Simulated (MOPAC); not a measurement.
Energy landscape of H2B (anion, charge -1), singlet: map of symmetric stretch and bend. Scanned: B-H bond length and H-B-H angle.

Method: AM1, restricted, heats of formation (MOPAC 23.2.5).

Energy in mEh above the lowest grid point; x is the B-H bond length (Å), y the H-B-H angle (°).

| y \ x | 1.06 | 1.14 | 1.21 | 1.27 | 1.33 | 1.40 | 1.46 | 1.52 | 1.58 | 1.64 | 1.69 |
|---|---|---|---|---|---|---|---|---|---|---|---|
| 180 | 206.2 | 156.7 | 128.6 | 114.2 | 107.1 | 105.5 | 108.3 | 113.6 | 120.6 | 128.6 | 135.9 |
| 173 | 152.7 | 136.9 | 119.9 | 107.9 | 102.2 | 101.8 | 105.3 | 111.2 | 118.6 | 127.0 | 134.6 |
| 163 | 139.9 | 112.9 | 95.8 | 87.9 | 85.6 | 88.4 | 94.1 | 101.8 | 110.7 | 120.4 | 128.8 |
| 153 | 118.4 | 87.3 | 71.7 | 66.2 | 66.4 | 71.9 | 79.8 | 89.4 | 100.1 | 111.3 | 120.9 |
| 143 | 97.1 | 65.1 | 50.5 | 46.3 | 48.2 | 55.9 | 65.5 | 76.9 | 89.1 | 101.8 | 112.4 |
| 133 | 79.0 | 46.6 | 32.6 | 29.4 | 32.5 | 41.7 | 52.7 | 65.4 | 79.0 | 92.9 | 104.5 |
| 123 | 64.9 | 32.2 | 18.5 | 15.9 | 19.8 | 30.1 | 42.2 | 55.9 | 70.6 | 85.5 | 98.0 |
| 113 | 55.4 | 22.3 | 8.5 | 6.2 | 10.6 | 21.6 | 34.4 | 49.0 | 64.4 | 80.2 | 93.3 |
| 103 | 51.1 | 17.1 | 3.1 | 0.7 | 5.2 | 16.7 | 29.9 | 45.0 | 61.0 | 77.3 | 90.9 |
| 93 | 52.4 | 17.4 | 2.7 | 0.0 | 4.3 | 15.8 | 29.1 | 44.4 | 60.7 | 77.3 | 91.2 |
| 83 | 60.0 | 23.9 | 8.2 | 4.8 | 8.5 | 19.5 | 32.6 | 47.8 | 64.0 | 80.8 | 94.7 |
| 70 | 79.7 | 42.1 | 25.2 | 20.6 | 23.3 | 33.0 | 45.2 | 59.6 | 75.3 | 91.6 | 105.3 |

Points that lie below all their neighbours on the grid: x = 1.27, y = 93 (0.0 mEh).
